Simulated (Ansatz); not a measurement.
Molecule: LiI, charge 0, multiplicity 1. 
Coordinates optimised at B3LYP-D3(BJ)/def2-TZVP (Ansatz, a program for electronic structure):
SMILES: [Li][I]
```xyz
2

Li     0.0000     0.0000    -2.2643
I      0.0000     0.0000     0.1282
```
Charge 0, spin multiplicity 1.

Parts of the frozen-core correlation energy in def2-SVP (Ansatz, hartree). Frozen orbitals: 10; correlated occupied orbitals by spin: 4 and 4; virtual: 21 and 21. Spin-orbit coupling is left out. In def2 rows, elements after Kr have scalar-relativistic effective core potentials.

| term | value |
|---|---|
| reference (HF) | -304.17875 |
| MP2 opposite-spin | (withheld) |
| MP2 same-spin | -0.02775 |
| CCSD correlation | (withheld) |
| (T) | (withheld) |
| CCSDT minus CCSD(T) | -0.00016 |
| CCSDT(Q) minus CCSD(T) | -0.00039 |
| T1 diagnostic | 0.008 |
| largest doubles amplitude | 0.036 |

Task: Fill in the missing entries.

Result: 
- MP2 opposite-spin, value: -0.07301
- CCSD correlation, value: -0.11049
- (T), value: -0.00149
